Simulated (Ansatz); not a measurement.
Calculated with Ansatz (gas phase, PBE0-D4/def2-TZVP geometries, no zero-point term in ΔE). CCSD(T)/CBS is the MP2 limit (def2-TZVPP, def2-QZVPP) plus CCSD(T) − MP2 in def2-TZVPP, frozen cores. This one scheme is used for every species. DFT in def2-TZVPP. One conformer a species, not always the lowest.

Consider the formal hydrolysis of a C–C bond: `F[SiH2]CC[SiH3]` + H₂O → `OC[SiH2]F` + `C[SiH3]`.

```
  level  ΔE (kcal/mol)
PBE0-D4           12.5
 revPBE            8.7
```

Problem. What does CCSD(T)/CBS give? (Best estimate.)

Solution. Ansatz gave: +13.9 kcal/mol. The listed levels differ from it by -1.4, -5.2 kcal/mol.

Problem. What do rigid-rotor, harmonic-oscillator terms from PBE0-D4/def2-TZVP frequencies (298.15 K, 1 bar) make of the CCSD(T)/CBS value? (Estimate.)

Solution. Computed: ΔZPE = +0.6 kcal/mol, ΔH = +13.9 kcal/mol, ΔS = 5 J/(mol·K), ΔG = +13.5 kcal/mol. Modes under 50 cm⁻¹ make the entropy rough.

Largest T1 diagnostic among the species: 0.011.

From PBE to PBE0 (25 % exact exchange), in def2-TZVPP and without D4, ΔE moves by +1.2 kcal/mol. The D4 term adds +2.9 kcal/mol with B3LYP and +1.6 kcal/mol with PBE0; it sums over pairs of atoms, weighted by their polarisabilities, and B3LYP, whose exchange is more repulsive, gets the larger term.

B3LYP here is the variant with VWN-RPA as its local correlation; programs differ in this.
